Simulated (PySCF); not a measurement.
PySCF input file for Ga(Cl)(Br)(OH) (BrClGaHO), SMILES [Cl][Ga]([Br])[OH], PBE0-D3(BJ)/def2-SVP. Geometry optimised at PBE0-D3(BJ)/def2-SVP. The structure was generated by enumeration; whether it is a known compound was not checked. The values are those of a single conformer.

```python
import numpy as np
from pyscf import gto, scf, dft, df
from pyscf.hessian import thermo

mol = gto.M(
    atom='''
    Ga    0.32921873    0.49104576    0.00000000
    Cl   -1.14686335    2.03352097    0.00000000
    Br   -0.26484899   -1.68428687    0.00000000
    O     2.04433151    0.91190980    0.00000000
    H     2.20595906    1.86248697    0.00000000
    ''',
    basis='def2-SVP',
    charge=0,
    spin=0,
    max_memory=1600,
    verbose=3,
)
mf = dft.RKS(mol, xc='pbe0').density_fit(auxbasis='def2-universal-jkfit')
mf.disp = 'd3bj'
mf.grids.level = 3
mf.conv_tol = 1e-11
mf.max_cycle = 100
mf.kernel()

# [left out here: the lines that compute and print the analytic Hessian (its translational invariance restored by hand, since the grid's response is missing), thermochemistry and intensities]
```

Program output:

```
converged SCF energy = -5033.64117038613

WARN: DFTD3 does not support analytical Hessian, using finite difference


WARN: Mole.unit (angstrom) is changed to Bohr

Mode                                 0                   1                   2
Irrep
Freq [cm^-1]                      106.3292            150.9091            159.5362
Reduced mass [au]                  37.6609             15.6138              6.8720
Force const [Dyne/A]                0.2509              0.2095              0.1031
Char temp [K]                     152.9840            217.1246            229.5371
Normal mode                   x     y     z       x     y     z       x     y     z
       0  Ga                -0.06 -0.00 -0.00   -0.00  0.00  0.09    0.01 -0.03  0.00
       1  Cl                 0.05  0.10  0.00   -0.00  0.00 -0.05    0.05  0.02 -0.00
       2  Br                 0.04 -0.03  0.00    0.00  0.00 -0.02   -0.02 -0.03 -0.00
       3   O                -0.05 -0.05  0.00    0.00 -0.00 -0.13   -0.04  0.19 -0.00
       4   H                -0.02 -0.05  0.00    0.00 -0.00 -0.19   -0.22  0.23 -0.00
Mode                                 3                   4                   5
Irrep
Freq [cm^-1]                      310.2334            349.9052            440.4964
Reduced mass [au]                  36.8974              1.0990             41.8189
Force const [Dyne/A]                2.0923              0.0793              4.7809
Char temp [K]                     446.3568            503.4356            633.7763
Normal mode                   x     y     z       x     y     z       x     y     z
       0  Ga                -0.03 -0.06  0.00   -0.00 -0.00  0.00   -0.03  0.06  0.00
       1  Cl                 0.05 -0.04 -0.00    0.00  0.00 -0.01    0.09 -0.09 -0.00
       2  Br                 0.02  0.07 -0.00    0.00  0.00  0.00   -0.00 -0.02 -0.00
       3   O                -0.05 -0.01 -0.00    0.00 -0.00 -0.07   -0.03 -0.00 -0.00
       4   H                -0.10 -0.00 -0.00   -0.00  0.00  0.95    0.03 -0.01  0.00
Mode                                 6                   7                   8
Irrep
Freq [cm^-1]                      736.2982            828.0479           3898.4440
Reduced mass [au]                  16.1816              1.1042              1.0670
Force const [Dyne/A]                5.1687              0.4461              9.5541
Char temp [K]                    1059.3692           1191.3766           5608.9929
Normal mode                   x     y     z       x     y     z       x     y     z
       0  Ga                -0.05 -0.01 -0.00   -0.01 -0.01  0.00    0.00 -0.00  0.00
       1  Cl                 0.00 -0.00  0.00    0.00  0.00 -0.00    0.00 -0.00 -0.00
       2  Br                 0.00  0.00  0.00   -0.00  0.00 -0.00    0.00  0.00 -0.00
       3   O                 0.22  0.04  0.00   -0.02  0.06 -0.00   -0.01 -0.06 -0.00
       4   H                -0.02  0.09 -0.00    0.94 -0.12 -0.00    0.18  0.95 -0.00
temperature 298.1500 [K]
pressure 101325.00 [Pa]
Rotational constants [GHz] 3.84414 1.24414 0.93994
Symmetry number 1
Zero-point energy (ZPE) 0.01590 [Eh]   41750.866 [J/mol]
                           tot       elec      trans        rot        vib
Entropy [J/mol/K]       346.562      0.000    174.954    119.914     51.694
Cv [J/mol/K]             73.964      0.000     12.472     12.472     49.021
Cp [J/mol/K]             82.278      0.000     20.786     12.472     49.021
Internal energy [J/mol]                      3718.434   3718.434  50157.014
Internal energy [Eh]   -5033.61923  -5033.64117
Enthalpy [J/mol]                             6197.391   3718.434  50157.014
Enthalpy [Eh]          -5033.61829
Gibbs free energy [J/mol]                  -45965.167 -32033.818  34744.468
Gibbs free energy [Eh] -5033.65765
mode   freq/cm-1   IR/(km/mol)
   1      106.33         3.255
   2      150.91        11.046
   3      159.54        17.955
   4      310.23        22.824
   5      349.91       119.181
   6      440.50        67.227
   7      736.30       103.836
   8      828.05        88.853
   9     3898.44       106.017
max |gradient| / (hartree/bohr): 6.391797314679663e-05
APT charges: [ 1.4893 -0.5333 -0.4376 -0.81    0.2916]
```

The calculation finished and met its thresholds.
